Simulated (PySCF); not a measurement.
**PbI₃⁺, singlet: structure and spectrum**

Computed with PBE/[Pb def2-SVP with ECP60, I def2-SVP with ECP28], scalar-relativistic core potentials, density fitting, no spin–orbit coupling, PySCF.

The structure is a minimum.

| Property | Result |
| --- | --- |
| Point group | D3h |
| Bond lengths | Pb–I 2.741 Å (×3) |
| Bond angles | I–Pb–I 120.0° (×3) |
| Principal polarisabilities | 62.1, 180.0, 180.0 bohr³ |
| Dipole moment about the centre of mass | 0.00 D |
| Highest occupied level | -11.25 eV |
| Rotational constants | 0.01179, 0.01179, 0.005895 cm⁻¹ |
| Rotational symmetry number | 6 |
| Principal quadrupole moments (Buckingham, traceless) about the centre of mass | -17.12, 8.56, 8.56 D Å |
| Lowest empty level | -10.19 eV |
| Enthalpy at 298.15 K above 0 K | 21.39 kJ/mol |
| Entropy at 298.15 K and 1 bar | 410.5 J/(mol K) |
| Zero-point energy | 3.9 kJ/mol |
| Heat capacity Cp at 298.15 K | 81.6 J/(mol K) |

Harmonic modes (masses in u: Pb 207.977, I 126.904):
| symmetry | ω (cm⁻¹) | IR (km/mol, summed over degenerate members) | type |
| --- | --- | --- | --- |
| e' | 42 | 1.1 | bend |
| a2'' | 45 | 0.2 | bend |
| a1' | 136 | 0.0 | stretch |
| e' | 191 | 26.4 | stretch |

In D3h the vibrations span 2e' + a2'' + a1'. The a1' mode carries no infrared intensity, as symmetry demands.

Charges (e):
```json
{"atom": "Pb1", "Mulliken": "0.55", "Löwdin": "0.19", "polar tensor": "1.28", "Mayer order to Pb1": "–"}
{"atom": "I2,3,4", "Mulliken": "0.15", "Löwdin": "0.27", "polar tensor": "-0.09", "Mayer order to Pb1": "1.10"}
```

Mulliken populations on Pb1 (electrons outside its core potential): s 3.65, p 7.59, d 10.21.

Counting electrons, lead keeps none of its valence electrons outside its bonds, so the VSEPR class is AX3 and the expected shape is trigonal planar (D3h), as computed.

Only a few start shapes were tried, so a lower isomer may exist. With an element this heavy the missing spin–orbit coupling can shift these numbers.

The final relaxation and frequency run took 52 s on 2 threads of a shared Arm Neoverse V1 host, with 104 basis functions and 8 gradients; the process peaked at 1 GiB. Launch command: `OMP_NUM_THREADS=2 python axn.py task.json out`.
